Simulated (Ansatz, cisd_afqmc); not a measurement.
System: Si, charge 0, triplet.

Total energies in aug-cc-pVTZ-DK, 4 correlated electrons, 5 frozen orbitals. UHF or UKS for unpaired electrons; spin-orbit terms are left out. The -DK rows use spin-free X2C. AFQMC/CISD: phaseless, guided by CISD from CCSD amplitudes; bars are statistical, one sigma. Outlying blocks are dropped, and bars are widened where a walk drifts. Over all cases where full CI ran beside it in this data, AFQMC minus full CI had a median of +0.1 mEh and passed +0.4 mEh in a tenth of the cases. Full CI freezes restricted core orbitals and the other rows unrestricted ones, which leaves a small offset even where coupled cluster is exact.

| method | program | energy (Eh) | error against FCI (mEh) |
|---|---|---|---|
| HF | Ansatz | -289.45937 | 77.91 |
| MP2 | Ansatz | -289.51599 | 21.28 |
| CCSD | Ansatz | -289.53394 | 3.34 |
| CCSD(T) | Ansatz | -289.53648 | 0.80 |
| CCSDT(Q) | Ansatz | -289.53732 | -0.04 |
| CCSDTQ | Ansatz | -289.53733 | -0.06 |
| AFQMC/CISD | cisd_afqmc | -289.5369 ± 0.0002 | 0.4 ± 0.2 |
| FCI | Ansatz | -289.53728 | 0.00 |

Ansatz is an electronic-structure program.
